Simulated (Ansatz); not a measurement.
Ansatz (an electronic-structure program) input (RI-MP2/def2-QZVPP):
A basis named .json is the Basis Set Exchange file of that set.

Ansatz 0.2 input:
```yaml
crystal:
  periodic: [false, false, false]
  atoms:
    - {symbol: C, position_ang: [-1.26477731, -1.70813577, -0.96182717]}
    - {symbol: Sn, position_ang: [-0.12945319, -0.17501900, -0.09785452]}
    - {symbol: Cl, position_ang: [0.18265438, 1.56625612, -1.60700368]}
    - {symbol: Cl, position_ang: [-1.13532290, 0.73280217, 1.79597689]}
    - {symbol: Cl, position_ang: [1.96378098, -0.93343005, 0.57818276]}
    - {symbol: H, position_ang: [-1.29839443, -2.69110191, -0.51186522]}
    - {symbol: H, position_ang: [-1.82919419, -1.52481344, -1.86609671]}
basis:
  gaussian:
    orbitals: def2-QZVPP.json
    fitting: {mean_field: def2-universal-jkfit, correlation: def2-QZVPP-RIFIT.json}
magnetization: {spin_polarized: true, initial_magnetization: 1}
correlation: {method: mp2, electrons: outside_noble_gas}
```

Output:

```
Functional definition: HF
integrals: 1.03 GiB planned
713 factors; integrals over basis functions are off by at most 1.5e0 eV
mean field: 2.29 GiB planned
mean field evaluation 1: about -44381.8778 eV, gradient 1.9e1 eV
mean field evaluation 2: about -44383.5880 eV, gradient 1.1e1 eV
mean field evaluation 4: about -44384.0909 eV, gradient 7.5e-1 eV
mean field evaluation 8: about -44384.1009 eV, gradient 1.4e-6 eV
mean field -44384.10093535 eV, -1631.0856247500 hartree, gradient 1.4e-6 eV, S^2 0.765342; 0 other end points of the search recorded, 0 dependent functions left out
25 core orbitals not correlated
1030 factors; their error is unknown
reference -44384.10093535 eV, -1631.0856247500 hartree; 16, 15 occupied and 368, 369 virtual orbitals, 1030 factors
second order -23.78406803 eV of doubles, -0.00000000 eV of singles
Total energy: -44407.88500338 eV, -1631.9596731285 hartree
```

It need not be the lowest isomer of its formula.
